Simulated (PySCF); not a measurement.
Si(AsH2)(F)(OH)2 (AsFH₄O₂Si), SMILES O[Si](O)(F)[AsH2]. Coordinates come from a PBE-D3(BJ)/def2-SVP optimisation. The values are those of a single conformer.

Computed equilibrium geometry at PBE-D3(BJ)/def2-SVP (PySCF confirms it by a frequency run) as bond lengths and angles (one conformer of several):
Atoms: O1 Si2 O3 F4 As5 H6 H7 H8 H9. Bonded distances (Å): O1–Si2 1.660, O1–H6 0.975, Si2–O3 1.670, Si2–F4 1.643, Si2–As5 2.362, O3–H7 0.973, As5–H8 1.539, As5–H9 1.539. Angles (°): Si2–O1–H6 113.9, O1–Si2–O3 106.9, O1–Si2–F4 110.9, O1–Si2–As5 111.3, O3–Si2–F4 107.4, O3–Si2–As5 114.2, F4–Si2–As5 106.2, Si2–O3–H7 115.6, Si2–As5–H8 90.0, Si2–As5–H9 90.2, H8–As5–H9 91.6.
Charge 0, spin multiplicity 1.
